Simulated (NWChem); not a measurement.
**Basis-set convergence for H₂OSSi**

```xyz
5

Si    -0.8577    -0.4120     0.0000
O      0.1610    -1.7272     0.0000
H      1.1215    -1.6379     0.0000
S      0.6190     1.1905     0.0000
H     -0.3053     2.1757     0.0000
```
Charge 0, spin multiplicity 1.

All runs are NWChem calculations. The geometry was optimised at PBE0/def2-SVP, a minimum by its harmonic frequencies. It is one conformer; others weren't searched.

Quantity: dipole moment at the level PBE.

The Pople sets run with spherical d functions. The structure started from a generated list of species.

Costs are rough ratios of processor time within this set of runs, SCF included, with 6-31G* as 1.

```json
[
 {"basis": "6-31G*", "functions": "54", "dipole moment (D)": "0.58", "relative cost": "1"},
 {"basis": "cc-pVDZ", "functions": "60", "dipole moment (D)": "0.74", "relative cost": "under 3"},
 {"basis": "pcseg-1", "functions": "60", "dipole moment (D)": "?", "relative cost": "under 3"},
 {"basis": "6-31+G*", "functions": "66", "dipole moment (D)": "0.76", "relative cost": "under 3"},
 {"basis": "6-311G**", "functions": "82", "dipole moment (D)": "?", "relative cost": "under 3"},
 {"basis": "aug-pcseg-1", "functions": "95", "dipole moment (D)": "0.75", "relative cost": "under 3"},
 {"basis": "6-311++G**", "functions": "96", "dipole moment (D)": "?", "relative cost": "under 3"},
 {"basis": "def2-TZVP", "functions": "117", "dipole moment (D)": "0.77", "relative cost": "4"},
 {"basis": "aug-cc-pVTZ", "functions": "192", "dipole moment (D)": "0.72", "relative cost": "90"},
 {"basis": "cc-pVQZ", "functions": "233", "dipole moment (D)": "0.71", "relative cost": "100"}
]
```

### Question
Some entries are withheld; supply them.

### Answer

- pcseg-1, dipole moment (D): 0.60
- 6-311G**, dipole moment (D): 0.49
- 6-311++G**, dipole moment (D): 0.80
